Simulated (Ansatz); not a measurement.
Input for Ansatz (a first-principles code): R-CCSD(T)/def2-SVP on H6Mo (SMILES [MoH6]). Elements past Kr take the def2 small-core potentials; no spin–orbit coupling.

Ansatz 0.2 input:
```yaml
crystal:
  periodic: [false, false, false]
  atoms:
    - {symbol: Mo, position_ang: [-0.00000000, -0.00000000, 0.00000000]}
    - {symbol: H, position_ang: [1.80660474, 0.00000000, 0.00000000]}
    - {symbol: H, position_ang: [-1.80660474, -0.00000000, 0.00000000]}
    - {symbol: H, position_ang: [0.00000000, 1.80660474, -0.00000000]}
    - {symbol: H, position_ang: [-0.00000000, -1.80660474, -0.00000000]}
    - {symbol: H, position_ang: [0.00000000, -0.00000000, 1.80660474]}
    - {symbol: H, position_ang: [0.00000000, -0.00000000, -1.80660474]}
basis:
  gaussian:
    orbitals: def2-SVP
magnetization: {spin_polarized: false}
correlation: {method: ccsd_t, electrons: outside_noble_gas}
scf: {lower_state_search: off}
```

Output:

```
WARN ansatz: RAYON_NUM_THREADS=4 ignored (pool sized by the plan → 4); use --threads N
Functional definition: HF
these checks for a lower state are left out or cut short: stability, starts, cluster_reference, orbital_swaps, neighbouring_geometries, increment
integrals: 0.03 GiB planned
633 factors; integrals over basis functions are off by at most 1.6e-3 eV
mean field: 0.10 GiB planned
mean field evaluation 1: about -1914.3264 eV, gradient 4.3e1 eV
mean field evaluation 2: about -1914.3372 eV, gradient 4.3e1 eV
mean field evaluation 4: about -1920.6118 eV, gradient 1.4e0 eV
mean field evaluation 8: about -1920.6185 eV, gradient 2.3e-4 eV
mean field -1920.61845295 eV, -70.5814263040 hartree, gradient 2.5e-6 eV, S^2 0.000000; 0 other end points of the search recorded, 0 dependent functions left out
4 core orbitals not correlated
reference -1920.61845295 eV, -70.5814263040 hartree; 6, 6 occupied and 51, 51 virtual orbitals, 633 factors
second order -5.49910641 eV of doubles, -0.00000000 eV of singles
coupled cluster: 0.13 GiB planned
cycle   1  -6.22277977 eV  change   -7.2e-1 eV  update   7.8e-2
cycle   2  -6.55692285 eV  change   -3.3e-1 eV  update   3.0e-2
cycle   3  -6.58636137 eV  change   -2.9e-2 eV  update   8.8e-3
cycle   4  -6.58606294 eV  change    3.0e-4 eV  update   3.5e-3
cycle   5  -6.58606758 eV  change   -4.6e-6 eV  update   1.1e-3
cycle   6  -6.58636640 eV  change   -3.0e-4 eV  update   3.8e-4
cycle   7  -6.58647374 eV  change   -1.1e-4 eV  update   1.6e-4
cycle   8  -6.58648152 eV  change   -7.8e-6 eV  update   5.9e-5
cycle   9  -6.58646189 eV  change    2.0e-5 eV  update   1.9e-5
cycle  10  -6.58646710 eV  change   -5.2e-6 eV  update   7.1e-6
perturbative correction -0.23055637 eV, -0.0084727903 hartree
Total energy: -1927.43547642 eV, -70.8319472956 hartree
Checks for a lower state left out: stability, starts, cluster_reference, orbital_swaps, neighbouring_geometries, increment
```

Self-consistency was reached.

Cost: around 2.0 core-seconds (rough).
